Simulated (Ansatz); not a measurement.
Counterpoise correction, worked out

The pair of HBr (SMILES Br, atoms 1–2) and H₂S (SMILES S, atoms 3–5), both closed shells, in one local arrangement (a lower one may exist), relaxed at PBE0-D4/def2-TZVP:

| atom | x (Å) | y (Å) | z (Å) |
| --- | --- | --- | --- |
| Br1 | -0.4623 | 0.5128 | -2.4970 |
| H2 | -0.0767 | 0.0106 | -1.1992 |
| S3 | 0.4695 | -0.6623 | 0.9840 |
| H4 | 0.8558 | 0.5820 | 1.3073 |
| H5 | -0.7862 | -0.4431 | 1.4050 |

Ansatz 0.2.0; basis: def2-TZVPPD; cores frozen in the correlated methods. Filled d shells of the heavier atoms are correlated. The def2 sets are not built for correlating such inner shells, so the correlated values are less sure here.

CCSD(T) total energies in eV:

| system | geometry | basis functions | energy |
| --- | --- | --- | --- |
| pair | pair | all | -80879.00497 |
| HBr | as in the pair | all (partner as ghosts) | -70023.36197 |
| H₂S | as in the pair | all (partner as ghosts) | -10855.54566 |
| HBr | as in the pair | its own | -70023.34398 |
| H₂S | as in the pair | its own | -10855.52960 |
| HBr | free (PBE0-D4 minimum) | its own | -70023.35389 |
| H₂S | free (PBE0-D4 minimum) | its own | -10855.52983 |

Q: Work out the interaction energy with and without the counterpoise correction, the superposition error, and the binding energy from the relaxed fragments.

A: Without correction: -80879.00497 − (-70023.34398) − (-10855.52960) = -0.13139 eV.
With correction (each fragment in the whole basis): -80879.00497 − (-70023.36197) − (-10855.54566) = -0.09734 eV = -2.24 kcal/mol.
The superposition error is the difference, 0.03405 eV, 26 % of the uncorrected value: each fragment borrows its partner's functions.
Deformation from the free shapes: 0.00991 eV for HBr and 0.00023 eV for H₂S.
Binding energy from relaxed fragments: -0.09734 + 0.00991 + 0.00023 = -0.08720 eV = -2.01 kcal/mol (electronic, without zero-point energy; negative means bound). For comparison, the corrected interaction energy by CCSD(T) at an estimated basis limit (MP2 extrapolated from triple and quadruple zeta, plus CCSD(T) − MP2 in triple zeta) is -0.131 eV; triple zeta with the correction binds less.

No T1 diagnostic of these runs exceeds 0.011.

For scale, one of the runs: CCSD(T)/def2-TZVPPD, 159 basis functions, launched by `ansatz run in.yaml --threads 2 --pin off --events-out ev --progress --plain --max-ram 5222MiB`. The run took 21 s on 2 CPU threads of an Arm Neoverse V2 (shared host), with 1.1 GiB of host memory at its peak.
